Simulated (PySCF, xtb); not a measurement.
GaCl2, SMILES [Cl][Ga+][Cl], charge +1.

GFN2-xTB in xtb at its own geometry gives an orbital gap of 3.13 eV.

The structure is a stationary point at r2SCAN-D4/def2-TZVP. The multiplicity is an assumed one; other spin states were not compared. The isomer is the one that the SMILES or the coordinates give; other isomers of the formula were not compared.

What does PySCF with PBE/def2-TZVPD give? (Estimate from the structure and the level; the computed values follow.)

gap 4.55 eV (levels -14.43 and -9.87 eV).
